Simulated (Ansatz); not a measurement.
Geometry optimisation, RKS PBE/def2-mTZVP in Ansatz.

Input:

```yaml
crystal:
  periodic: [false, false, false]
  atoms:
    - { symbol: B, position_ang: [-0.145588, -0.095442, 0.040961] }
    - { symbol: O, position_ang: [-0.083585, -0.436198, 1.400025] }
    - { symbol: H, position_ang: [-0.940759, -0.735111, 1.760804] }
    - { symbol: H, position_ang: [0.884863, 0.252911, -0.460982] }
    - { symbol: "N", position_ang: [-1.308094, -0.229579, -0.739598] }
    - { symbol: H, position_ang: [-2.22674, -0.477423, -0.379085] }
    - { symbol: H, position_ang: [-1.334515, 0.060181, -1.713511] }
    - { symbol: Cl, position_ang: [-0.218618, 2.799099, 1.066013] }
    - { symbol: H, position_ang: [0.131335, 1.722161, 1.789874] }
basis:
  gaussian: { orbitals: def2-mTZVP }
hamiltonian:
  xc: pbe
relax:
  f_tol: 0.03
  max_steps: 50
```

Launched with:

```bash
$ ansatz run input.yaml --threads 2 --pin off --max-ram 3072MiB --backend cpu --events-out ev --progress --plain --runs-dir out
```

**Question.** Where does it end, and by what steps?

**Answer.** The forces met the threshold. The force dipped under the threshold on the way, but the program's further checks kept it going. After 26 steps the energy has fallen by 0.237 eV; Cl8 moved furthest, 1.92 Å.

| step | energy less start (eV) | largest force component (eV/Å) | accepted |
| --- | --- | --- | --- |
| 0 | 0.0000 | 0.590 | yes |
| 1 | -0.0557 | 0.726 | yes |
| 2 | -0.0985 | 0.791 | yes |
| 3 | -0.1372 | 0.612 | yes |
| 4 | -0.1289 | 1.575 | no |
| 5 | -0.1638 | 0.115 | yes |
| 6 | -0.1768 | 0.073 | yes |
| 7 | -0.1910 | 0.176 | yes |
| 8 | -0.2039 | 0.241 | yes |
| 9 | -0.2131 | 0.314 | yes |
| 10 | -0.2200 | 0.235 | yes |
| 11 | -0.2193 | 0.141 | no |
| 12 | -0.2236 | 0.131 | yes |
| 13 | -0.2276 | 0.033 | yes |
| 14 | -0.2301 | 0.172 | yes |
| 15 | -0.2320 | 0.096 | yes |
| 16 | -0.2339 | 0.053 | yes |
| 17 | -0.2345 | 0.115 | yes |
| 18 | -0.2354 | 0.073 | yes |
| 19 | -0.2347 | 0.085 | no |
| 20 | -0.2359 | 0.016 | yes |
| 21 | -0.2364 | 0.034 | yes |
| 22 | -0.2361 | 0.127 | no |
| 23 | -0.2368 | 0.027 | yes |
| 24 | -0.2369 | 0.056 | yes |
| 25 | -0.2371 | 0.033 | yes |
| 26 | -0.2372 | 0.007 | yes |

```xyz
9
Properties=species:S:1:pos:R:3
B -0.416 0.117 -0.270
O -0.597 0.535 1.046
H -1.370 0.161 1.508
H 0.528 0.579 -0.845
N -1.269 -0.792 -0.916
H -2.090 -1.231 -0.504
H -1.110 -1.079 -1.878
Cl 0.825 2.760 2.682
H 0.257 1.811 1.942
```

The run took 45 s on 2 threads of Arm Neoverse V1, on a shared host, peak memory 0.15 GiB.
